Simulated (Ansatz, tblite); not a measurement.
Forces on Rb3F3 at its PBE0-D4/def2-SVP geometry. The state is a singlet with charge 0.

In the def2 sets Rb takes a core potential; there is no spin–orbit coupling. The xTB rows come from tblite. The structure comes from a short search, and lower isomers may exist.

GFN1-xTB (tblite), largest force 0.57 eV/Å:

```xyz
6
positions Å, forces eV/Å
Rb    2.392    1.044   -0.081   -0.524   -0.230    0.016
Rb   -2.072    1.428   -0.693    0.454   -0.313    0.153
Rb   -0.319   -2.471    0.774    0.070    0.542   -0.169
F     0.286    2.208   -0.697    0.003    0.026   -0.008
F    -2.141   -0.928    0.091   -0.024   -0.011   -0.001
F     1.854   -1.281    0.607    0.021   -0.014    0.009
```

GFN2-xTB (tblite), largest force 0.51 eV/Å:

```
Rb -0.467 -0.205 0.013
Rb 0.404 -0.278 0.138
Rb 0.062 0.483 -0.150
F -0.018 -0.139 0.045
F 0.136 0.058 -0.009
F -0.117 0.082 -0.036
```

PBE-D4/def2-TZVP (Ansatz), largest force 0.33 eV/Å:

```
Rb 0.306 0.134 -0.010
Rb -0.266 0.183 -0.089
Rb -0.041 -0.317 0.099
F 0.030 0.233 -0.074
F -0.226 -0.097 0.010
F 0.195 -0.135 0.064
```
